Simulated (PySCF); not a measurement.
# PtO(OH)2, triplet: data card

Method: UB3LYP/[Pt def2-SVP with ECP60, O def2-SVP, H def2-SVP], scalar-relativistic core potentials, density fitting, no spin–orbit coupling, PySCF.

The structure is a higher-order saddle point with 2 imaginary modes.

Z-matrix (Å, degrees; charge 0 multiplicity 3):
```
Pt
O  1 1.7984
O  1 1.9562 2 97.19
O  1 1.9070 2 169.35 3 180.00
H  3 0.9718 1 106.20 2 0.00
H  4 0.9696 1 120.86 2 180.00
```

```
Point group                                                                   : Cs
Bond lengths                                                                  : O–H 0.970 Å, O–H 0.972 Å, Pt–O 1.798 Å, Pt–O 1.907 Å, Pt–O 1.956 Å
Bond angles                                                                   : H–O–Pt 106.2°, H–O–Pt 120.9°, O–Pt–O 93.5°, O–Pt–O 97.2°, O–Pt–O 169.4°
Principal polarisabilities                                                    : 28.4, 42.8, 67.4 bohr³
Highest occupied level (α)                                                    : -7.48 eV
Lowest empty level (β)                                                        : -4.69 eV
Principal quadrupole moments (Buckingham, traceless) about the centre of mass : -1.90, -1.82, 3.72 D Å
Atomisation energy without zero-point energy                                  : 1734 kJ/mol
Spin squared ⟨S²⟩                                                             : 2.018
Dipole moment                                                                 : 0.49 D
Zero-point energy (real modes)                                                : 71.2 kJ/mol
Rotational constants                                                          : 0.2624, 0.1455, 0.09361 cm⁻¹
```

Harmonic modes (masses in u: Pt 194.965, O 15.995, H 1.008):
```tsv
symmetry	ω (cm⁻¹)	IR (km/mol)	μ (u)
a''	264i	–	1.10
a''	192i	–	1.08
a'	140	6.3	5.29
a'	188	8.6	10.79
a''	208	3.0	14.40
a'	591	12.1	12.15
a'	672	173	7.87
a'	704	45.1	1.41
a'	781	60.9	5.56
a'	1045	63.5	1.08
a'	3771	92.3	1.07
a'	3800	173	1.07
```

Charges (e):
```json
{"atom": "Pt1", "Mulliken": "0.63", "Löwdin": "0.16", "polar tensor": "0.89", "spin (Mulliken)": "0.70", "Mayer order to Pt1": "–"}
{"atom": "O2", "Mulliken": "-0.29", "Löwdin": "-0.09", "polar tensor": "-0.31", "spin (Mulliken)": "1.08", "Mayer order to Pt1": "1.54"}
{"atom": "O3", "Mulliken": "-0.36", "Löwdin": "-0.12", "polar tensor": "-0.43", "spin (Mulliken)": "-0.02", "Mayer order to Pt1": "1.08"}
{"atom": "O4", "Mulliken": "-0.43", "Löwdin": "-0.17", "polar tensor": "-0.76", "spin (Mulliken)": "0.21", "Mayer order to Pt1": "0.98"}
{"atom": "H5", "Mulliken": "0.22", "Löwdin": "0.11", "polar tensor": "0.26", "spin (Mulliken)": "0.01", "Mayer order to Pt1": "0.02"}
{"atom": "H6", "Mulliken": "0.22", "Löwdin": "0.11", "polar tensor": "0.34", "spin (Mulliken)": "0.01", "Mayer order to Pt1": "0.03"}
```
Other Mayer orders above 0.3: O–H 0.93 (×2).

Mulliken populations on Pt1 (electrons outside its core potential): s 2.71, p 6.39, d 8.22, f 0.05.

Outer orbital energies (eV). α occupied: -11.01, -10.90, -10.10, -9.54, -8.69, -8.45, -7.96, -7.48; empty: -4.09, 0.27, 0.57, 1.01. β occupied: -10.94, -10.87, -10.67, -9.84, -9.05, -8.52, -8.39, -7.63; empty: -4.69, -4.05, -3.70, 0.51.

Other isomers or separated fragments may lie lower. With open d or f shells other occupations or spin states may lie lower. At this level a singlet minimum of Cs symmetry lies 34 kJ/mol below this structure. Spin–orbit coupling, left out here, can matter for elements this heavy.

The final relaxation and frequency run took of the order of 5 core-minutes on a shared host.
